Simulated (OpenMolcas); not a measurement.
# neutral arsenic: effect of the active space

* Program: OpenMolcas 26.06
* Method: CASSCF or its RAS form
* Basis: ANO-R2
* Scalar Hamiltonian: X2C, finite nucleus
* Spin-orbit coupling: state interaction with AMFI integrals over the reference wave functions, term energies averaged over their components

A. 3 electrons in 3 orbitals (4p); 2S+1 = 4 odd, 1 root; 2S+1 = 2 odd, 8 roots; cost about 2.1 core-seconds
B. 5 electrons in 4 orbitals (4s 4p); 2S+1 = 4 odd, 1 root; 2S+1 = 2 odd, 8 roots; 2S+1 = 4 even, 3 roots; cost roughly 7 core-seconds
C. 5 electrons in 8 orbitals (4s 4p 5s 5p); 2S+1 = 4 odd, 1 root; 2S+1 = 2 odd, 8 roots; 2S+1 = 4 even, 3 roots; 2S+1 = 2 even, 9 roots; cost about 15 core-seconds
D. 5 electrons in 9 orbitals (RAS2 4s 4p; RAS3 4d, at most 2 electrons); 2S+1 = 4 odd, 1 root; 2S+1 = 2 odd, 8 roots; 2S+1 = 4 even, 3 roots; 2S+1 = 2 even, 5 roots (0 in the spin-orbit step); cost about 19 core-seconds

Energies in cm-1 above 4s2 4p3 4S* 3/2, the measured ground level; measured values from NIST Handbook of Basic Atomic Spectroscopic Data.

```
          Level      A      B      C      D  Measured
4s2 4p3 4S* 3/2    0.0    0.0    0.0    0.0       0.0
4s2 4p3 2D* 3/2  14568  14458  13929  13915     10593
4s2 4p3 2D* 5/2  14757  14760  14283  14136     10915
4s2 4p3 2P* 1/2  24405  20548  19668  22081     18186
4s2 4p3 2P* 3/2  24656  20883  20047  22342     18648
```

Deviations, from unrounded energies. A percentage is the sum of absolute deviations over the sum of measured energies, with the sign that they share, or ± where signs differ.

```json
{"Against measurement": "mean absolute deviation (cm-1)", "Levels": "4", "A": "5000", "B": "3100", "C": "2400", "D": "3500"}
{"Against measurement": "other terms of the ground configuration (%)", "Levels": "4", "A": "+34.4", "B": "+21.1", "C": "+16.4", "D": "+24.2"}
```

C lies closest to measurement on these levels and A furthest from it. The largest miss of C in the table is 4s2 4p3 2D* 5/2, by +3400 cm-1. The ranking rests on the paired levels alone, and a cruder setting can come out closer through cancelling errors.

Among A to D the level of the table that moves most is 4s2 4p3 2P* 1/2, by 4700 cm-1 (lowest in C, highest in A).

Without dynamic correlation excited terms often stand tens of per cent too high (terms of higher spin than the ground term too low), and those without a measured partner can miss by more than the paired ones. With the s shell closed, the reference lacks s² → p² mixing (holds for A). The run also gave levels led by 4s2 4p2 5s, which use shells meant for correlation; these and all levels above them are left out (holds for C). Some high roots are left out of the spin-orbit mixing, which shifts the levels that they would mix with (holds for D). Active for correlation alone: 4d; no level in the range computed is led by a configuration that fills it, so any true level of that kind is missing (holds for D). Measured partners are found by configuration, term and J. A level has none where our copy of the source lacks it or the pairing is in doubt (some pairs that miss far off the trend of their configuration count as doubtful), and it then counts in no deviation. Only configurations of the active space appear. The table leaves out levels that lie high or whose names do not pair safely across all columns.

* marks odd parity.
